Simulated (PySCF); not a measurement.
## Te⁺ (tellurium, charge +1) across methods

[Kr] 4d10 5s2 5p3, high-spin 4S determinant. All numbers are calculated (PySCF 2.14, scalar relativity through the core potential, in aug-cc-pVTZ-PP with ECP28MDF (6s5p4d2f, 55 functions)).

```tsv
method	E (hartree)	mean ε 5s α (eV)	mean ε 5s β (eV)	mean ε 5p α (eV)	Σ⟨r²⟩ (bohr²)	⟨S²⟩
r2SCAN0	-267.7435	-27.020	-23.075	-16.107	46.77	3.751
wB97X	-267.7005	-29.177	-26.013	-17.903	46.82	3.751
PBE0	-267.6744	-26.429	-23.090	-15.794	46.89	3.751
PBE	-267.6527	-24.339	-22.137	-14.530	46.96	3.751
r2SCAN	-267.7678	-25.176	-22.087	-14.988	46.74	3.751
PBEsol	-267.3823	-24.387	-22.169	-14.541	46.88	3.751
LDA	-267.2553	-24.519	-22.641	-14.590	46.93	3.751
B97-3	-267.7230	-26.420	-23.059	-15.711	46.87	3.752
UHF	-266.72216	-31.754	-24.585	-18.833	47.41	3.752
```

Energies and moments cover only the electrons outside the core potential.
